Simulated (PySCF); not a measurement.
**Worked example: entropy of an ideal gas**

SiFClBr2, SMILES Br[Si](Cl)(Br)F.

Geometry optimised at B3LYP-D3(BJ)/def2-SVP.

B3LYP-D3(BJ)/def2-SVP (PySCF) gives the harmonic wavenumbers 110, 131, 188, 221, 237, 353, 524, 605, 925 cm⁻¹ and the rotational temperatures 0.0667, 0.0393, 0.0303 K. The molar mass is 242.34 g/mol, the symmetry number 1, the spin multiplicity 1.

Q: Work out the entropy at 298.15 K and 1 atm in the rigid-rotor, harmonic-oscillator model.

A: 
Translation (Sackur–Tetrode at 1 atm): S = R[1.5 ln M + 2.5 ln T − 1.16487] = 177.2 J/(mol K).
Rotation: q = (√π/σ) T^1.5/√(θA θB θC) = 1020000, S = R[ln q + 3/2] = 127.5 J/(mol K).
Vibration: with u = 1.4388 ν/T, each mode gives R[u/(e^u − 1) − ln(1 − e^−u)]:
```tsv
ν (cm⁻¹)	modes	u	S (J/(mol K))
110	1	0.53	13.68
131	1	0.63	12.26
188	1	0.91	9.40
221	1	1.07	8.16
237	1	1.14	7.64
353	1	1.70	4.82
524	1	2.53	2.51
605	1	2.92	1.85
925	1	4.46	0.53
```
These are all the modes. Sum 60.9 J/(mol K).
Spin: R ln 1 = 0.0 J/(mol K).
Total 365.6 J/(mol K); the program's own thermochemistry gives 365.6. Translation makes up 48 % and vibration 17 %. Anharmonicity, hindered rotation and orbital degeneracy are left out.
